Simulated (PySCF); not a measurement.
Gas-phase reaction: B3O3Cl3 ⇌ B2O3 + BCl3

Method: PySCF energies plus ideal-gas RRHO corrections (1 bar). The comparison is the NASA 1993 polynomial table, which mixes measured and estimated data. After a fit of one offset per element over all species, the range-separated, M06-2X, PBE0/def2-QZVP and CCSD(T)/def2-TZVPP enthalpies, where run, lie to one side of the table for B3O3Cl3 (-33 kJ/mol): a fault of the table's entry, another state or a shared error of the levels is possible; this was not checked at source. † marks an energy on the PBE0/def2-TZVP geometry and frequencies; other levels use their own. All species are closed-shell singlets. The table's entry may be an old estimate for B3O3Cl3, B2O3 (not checked at source). Warning, point group unlike the PBE0 one: B2O3 (PBE/def2-SVP).

BLYP/def2-TZVP† gives ΔH°(298 K) = 325.4 kJ.

Q: What does PBE/def2-SVP give, and where does the table lie?

A: PBE/def2-SVP: 396.8 kJ. Table: 392.8 kJ.
